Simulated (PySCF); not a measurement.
Finite-field polarisability of Os (osmium, neutral)

[Xe] 4f14 5d6 6s2, high-spin 5D determinant. All numbers are calculated (PySCF 2.14, a scalar-relativistic core potential, in aug-cc-pVDZ-PP with ECP60MDF). Frozen: 5s2 5p6. Energy changes in a uniform field (μhartree):

```csv
axis,F (au),HF,MP2,CCSD,CCSD(T)
x,0.0016,-97.968,-44.216,-72.995,-71.686
x,0.0032,-392.487,-176.585,-292.159,-286.880
z,0.0016,-95.629,-51.053,-72.757,-71.671
z,0.0032,-383.327,-203.094,-291.204,-286.805
```

By symmetry the remaining axis equals x.

Question: Derive α along x at CCSD(T) from the two fields.

Answer: With ΔE = −αF²/2 − γF⁴/24, α = −(16 ΔE(F) − ΔE(2F))/(6F²) = 56.00 bohr³.

Question: And the mean polarisability at each level?

Answer: The components xx, yy, zz at CCSD(T) are 56.00, 56.00, 55.98, the third axis being equal by symmetry to one of the two computed. Means: HF 75.88, MP2 36.36, CCSD 56.95, CCSD(T) 55.99 bohr³. Reference: 57 ± 3 bohr³ (recommended; Schwerdtfeger and Nagle, table of static dipole polarizabilities (2023 update)).

Spin-orbit coupling, absent here, splits the open shell strongly.

A double-zeta set is small for polarisabilities.
